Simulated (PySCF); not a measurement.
**4-ethoxyphenol, C8H10O2**

Cartesian coordinates in Å; atom numbers follow the order of the lines, from 1:
```xyz
20

C     2.6609    0.6469    0.7659
C     2.2115   -0.6530    0.1291
O     0.9902   -1.1245    0.6472
C    -0.1757   -0.5591    0.2507
C    -1.3315   -1.0140    0.8945
C    -2.5817   -0.5172    0.5477
C    -2.7086    0.4521   -0.4530
O    -3.9018    0.9718   -0.8283
C    -1.5578    0.9087   -1.0944
C    -0.3021    0.4120   -0.7493
H     2.7318    0.5302    1.8574
H     3.6514    0.9369    0.3835
H     1.9604    1.4691    0.5584
H     2.9381   -1.4504    0.3456
H     2.1573   -0.5639   -0.9715
H    -1.2254   -1.7719    1.6729
H    -3.4732   -0.8888    1.0631
H    -4.5992    0.5681   -0.3023
H    -1.6587    1.6671   -1.8732
H     0.5736    0.7959   -1.2736
```

Method used: PySCF 2.14.0, quadratic response CAM-B3LYP/aug-cc-pVDZ first hyperpolarisability, Taylor convention, gas phase. Geometry: PBE0-D3(BJ)/def2-SVP.

(1) Give the tensor of the static β(0;0,0) in the axes of these coordinates.

Results:

(1) In au, Taylor convention; rows are the first index (the induced dipole):
|  | xx | yy | zz | xy | xz | yz |
| --- | --- | --- | --- | --- | --- | --- |
| x | -47.2 | -9.5 | -11.9 | -12.8 | +15.5 | -13.1 |
| y | -12.8 | -1.7 | +5.0 | -9.5 | -13.1 | -4.2 |
| z | +15.5 | -4.2 | +7.6 | -13.1 | -11.9 | +5.0 |

Norm of βᵢ = ⅓ Σⱼ (βᵢⱼⱼ + βⱼᵢⱼ + βⱼⱼᵢ): 71.8 au, hyper-Rayleigh value 30.1 au.
